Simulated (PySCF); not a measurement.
**Frontier orbitals and the lowest excitations**

C₆H₁₃BNP.
Z-matrix (Å and degrees, PBE0-D3(BJ)/def2-SVP geometry), rows numbered from 1:
```
C 
C   1  1.5201
P   2  1.8242  1  115.66
B   3  1.9272  2  112.58  1  -178.59
C   4  1.5680  3  105.47  2   176.89
N   5  1.1617  4  175.94  3     0.49
C   3  1.8017  2  107.81  1    53.30
C   7  1.5072  3  122.33  2   -88.03
C   8  1.4921  7   60.26  3  -107.15
H   1  1.0998  2  111.62  3   -60.90
H   1  1.1008  2  111.58  3    59.66
H   1  1.1007  2  110.48  3   179.26
H   2  1.1025  1  112.03  3  -121.18
H   2  1.1033  1  111.70  3   120.35
H   3  1.4191  2  104.33  1   -54.92
H   4  1.2203  3  105.39  2    55.98
H   4  1.2218  3  104.38  2   -63.13
H   7  1.0959  3  112.03  2    60.21
H   8  1.0940  7  118.10  9   108.17
H   8  1.0936  7  117.10  9  -109.39
H   9  1.0939  7  117.91  8  -109.52
H   9  1.0922  7  116.71  8   109.65
```

Method used: TDDFT PBE0/def2-SVPD, vertical, gas phase, core orbitals frozen in the response in PySCF 2.14.0, density-fitted response routines.

Kohn–Sham orbitals with the atoms that hold most of them (Löwdin shares over 4%, at most four atoms; ? is withheld):

| orbital | ε (eV) | atoms |
| --- | --- | --- |
| HOMO-3 | -9.23 | N6 27%, C9 20%, C7 16%, C8 9% |
| HOMO-2 | -9.04 | N6 44%, C5 15%, C7 8%, B4 7% |
| HOMO-1 | -8.05 | N6 34%, C5 25%, B4 17%, H17 12% |
| HOMO | -7.95 | ? |
| LUMO | 0.03 | ? |
| LUMO+1 | 0.36 | H18 15%, P3 12%, H15 11%, C7 10% |
| LUMO+2 | 0.43 | P3 19%, H15 14%, C2 9%, C8 8% |

Question: Give the leading atoms of the LUMO.

Answer: C1 (bonded to C and 3 H) 16%; P3 (bonded to B, 2 C and H) 13%; H15 (bonded to P) 12%; C2 (bonded to C, P and 2 H) 10%. By element: carbon 26% or more, phosphorus 13%, hydrogen 12% or more.

Question: Which atoms hold the HOMO, and with what shares?

Answer: N6 (bonded to C) 28%; C5 (bonded to B and N) 20%; B4 (bonded to C, P and 2 H) 15%; P3 (bonded to B, 2 C and H) 12%.

Question: The HOMO–LUMO gap is 7.98 eV. Where does the response calculation put the lowest singlet, and from which orbitals?

Answer: S1 is at 6.97 eV (f = 0.0005), 1.01 eV below the gap, made of HOMO→LUMO (30%), HOMO-1→LUMO+4 (17%), HOMO-1→LUMO+1 (16%). 

Next come S2 at 7.01 eV (f 0.0076), HOMO→LUMO (50%), HOMO-1→LUMO+4 (14%), HOMO-1→LUMO+1 (12%); S3 at 7.19 eV (f 0.016), HOMO-1→LUMO (44%), HOMO→LUMO+2 (15%), HOMO→LUMO+1 (11%); S4 at 7.23 eV (f 0.029), HOMO-1→LUMO (40%), HOMO→LUMO+2 (38%); S5 at 7.34 eV (f 0.024), HOMO→LUMO+1 (39%), HOMO→LUMO+2 (28%).

Löwdin shares depend on the basis, the more so with diffuse functions.

Time: 8.6 min (with the writing of density and orbital grids); peak memory 1.2 GiB. Hardware: one thread, Arm Neoverse V1 (aarch64), no GPU, shared host.

One conformer stands for the species.
